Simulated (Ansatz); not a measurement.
All numbers were calculated with Ansatz.

A structure relaxed at PBE0-D4/def2-TZVP, charge 0, multiplicity 1:

```xyz
12

C     0.0142    1.0795   -2.1705
C     0.1873    0.9083   -0.8635
Ga    0.8740    2.0008    0.6324
N     0.5361    0.5678    1.7605
Ga   -0.1334   -0.5633    0.4395
Ga   -0.9722   -2.8639    0.6265
H    -0.3978    0.3035   -2.8168
H     0.2720    2.0063   -2.6841
H     1.4683    3.3997    0.9825
H     0.6681    0.4403    2.7508
H    -2.4949   -3.1703    0.8962
H    -0.0218   -4.1088    0.4463
```

Q: Give its formula and SMILES.

A: C2H6Ga3N, `C=[C]1[GaH][NH][Ga]1[GaH2]`.

Q: Point group (tolerance 0.08 Å, 0.16 Å for H)?

A: Cs.

Q: Summarise the bond lengths by kind.

A: 1 × C–C 1.329 Å; 2 × C–H 1.091 Å; 2 × C–Ga 1.976 to 1.992 Å; 2 × Ga–N 1.855 to 1.863 Å; 3 × Ga–H 1.560 to 1.577 Å; 1 × H–N 1.007 Å; 1 × Ga–Ga 2.456 Å.
